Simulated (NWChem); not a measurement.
## Correlation energy of CF$_{2}$

```xyz
3

F      1.1468     0.0000    -0.1647
C      0.0000     0.0000     0.4940
F     -1.1468     0.0000    -0.1647
```
Charge 0, spin multiplicity 3.

The numbers come from NWChem runs, not from measurements. The geometry was optimised at UPBE/def2-SVP, a minimum by its harmonic frequencies.

Basis set: cc-pVTZ. Each correlation energy counts from its own Hartree-Fock reference.

The correlated methods keep 3 core orbitals frozen. This spin state was chosen for the runs; another may lie lower. The structure started from a generated list of species. The unpaired electrons of the parent sit in orbitals of symmetry a1 and b2 (C2v labels of the run); other states weren't searched. The stability of the SCF solutions was not checked. Open-shell Hartree-Fock references start from PBE0 orbitals. No row is a measurement; the coupled-cluster row has its own basis-set and correlation limits.

**Question.** For the correlation energy, CCSD on ROHF gives -611.3 mHa and CCSD[T] on ROHF gives -633.3 mHa. What do URI-MP2, CCSD(T) on ROHF, SCS-UMP2 give?

**Answer.** URI-MP2: -600.3 mHa; CCSD(T) on ROHF: -631.4 mHa; SCS-UMP2: -578.2 mHa.
